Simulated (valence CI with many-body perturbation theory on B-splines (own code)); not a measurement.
# Ho17+: calculated level list

Method: configuration interaction combined with many-body perturbation theory (CI+MBPT): four valence electrons over a frozen Dirac-Fock core [Kr] 4d10, radial functions for each j: 7 s, 7 p, 7 d, 7 f, 4 g, 2 h, with the one-electron correlation potential Σ1 (screened to all orders), the two-electron term Σ2, the three-electron term Σ3, Breit, model QED; selected single and double excitations, second order for the rest, scaled by the run's own slope (own B-spline code, finite nucleus).

No measured spectrum was set against this ion. As an estimate, terms of the open shell hold to a few per cent of their energy, and close levels can change places.

Levels 181 to 199 of 199, with energies above the lowest level, 4f4 5I_4. "Leading %" is the weight of the configuration and term that name the level; weights of strongly mixed levels are sums over their largest components and can fall short. In the jj column 3d3/2^4 stands for four electrons in 3d with j = 3/2. Lifetimes count E1, E2, E3, M1 and M2 decay at the calculated energies, and are blank where another channel may lead or the interval is too uncertain; long ones can be off by a factor of two.

```tsv
No.	Configuration	Term	J	E (cm⁻¹)	Leading %	g	Leading jj	Lifetime
181	4f3.5s	1F°	3	275360	81	1.013	4f5/2 4f7/2^2 5s (48 %)	2.02 μs
182	4f3.5s	3G°	5	281720	96	1.193	4f5/2 4f7/2^2 5s (69 %)	1.86 μs
183	4f3.5s	3G°	4	283000	93	1.046	4f5/2 4f7/2^2 5s (61 %)	2.30 μs
184	4f3.5s	3G°	3	284820	94	0.763	4f5/2 4f7/2^2 5s (49 %)	2.36 μs
185	4f3.5s	1G°	4	290700	93	1.006	4f5/2 4f7/2^2 5s (57 %)	1.18 μs
186	4f3.5s	3F°	4	324590	96	1.243	4f5/2^2 4f7/2 5s (46 %)	1.05 μs
187	4f3.5s	3F°	3	326300	91	1.072	4f5/2 4f7/2^2 5s (41 %)	1.01 μs
188	4f3.5s	3F°	2	328450	99	0.665	4f5/2 4f7/2^2 5s (86 %)	974 ns
189	4f3.5s	1F°	3	334260	92	1.004	4f5/2 4f7/2^2 5s (65 %)	590 ns
190	4f2.5s2	3H	4	412250	91	0.814	4f5/2^2 5s^2 (92 %)	11.5 μs
191	4f3.5p	5K	5	420020	64	0.733	4f5/2^3 5p1/2 (76 %)	127 ps
192	4f2.5s2	3H	5	422950	98	1.032	4f5/2 4f7/2 5s^2 (98 %)	6.03 μs
193	4f2.5s2	3F	2	424630	91	0.690	4f5/2^2 5s^2 (78 %)	7.53 μs
194	4f3.5p	3H	4	427160	43	0.734	4f5/2^3 5p1/2 (68 %)	121 ps
195	4f3.5p	5K	6	430500	58	0.942	4f5/2^2 4f7/2 5p1/2 (90 %)	124 ps
196	4f2.5s2	3F	3	432310	98	1.082	4f5/2 4f7/2 5s^2 (98 %)	7.72 μs
197	4f2.5s2	3F	4	432680	48	1.110	4f5/2 4f7/2 5s^2 (92 %)	2.35 μs
198	4f2.5s2	3H	6	432950	97	1.162	4f7/2^2 5s^2 (74 %)	6.05 μs
199	4f3.5p	5I	5	433730	36	0.987	4f5/2^2 4f7/2 5p1/2 (86 %)	122 ps
```

Names give the largest LS component (configuration and term), which can be under half, so a name can repeat, a term be missing and a line seem to break the LS rules; names also repeat where a configuration has a term twice.

Where two levels of one J and parity lie close, their mixing, g and order are uncertain.
